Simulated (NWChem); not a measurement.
Isomers of C₃H₅ClSi, each optimised at PBE0/def2-SVP with NWChem, gas phase unless a solvent is named. Flexible species stand in one conformer each, which need not be the lowest.  Relative energies count from the lowest isomer at each level and are electronic, without zero-point energy, on those geometries.

A: C(C#C)[SiH2]Cl
B: C#C[Si@@H](C)Cl
C: C([SiH3])=C=CCl
D: ClC1=CC[SiH2]1

```tsv
quantity	A	B	C	D
relative energy, PBE0/def2-SVP (kcal/mol)	12.9	0.0	?	24.6
relative energy, B3LYP/def2-TZVP (kcal/mol)	15.3	0.0	?	34.6
SMD solvation free energy in water, PBE0/def2-SVP (kcal/mol)	-0.9	0.8	?	1.3
SMD solvation free energy in toluene, PBE0/def2-SVP (kcal/mol)	-4.2	-2.7	?	-3.0
```

Task: Complete the blanks.

Result: 
- relative energy, PBE0/def2-SVP (kcal/mol), C: 45.3
- relative energy, B3LYP/def2-TZVP (kcal/mol), C: 47.8
- SMD solvation free energy in water, PBE0/def2-SVP (kcal/mol), C: 1.6
- SMD solvation free energy in toluene, PBE0/def2-SVP (kcal/mol), C: -2.9
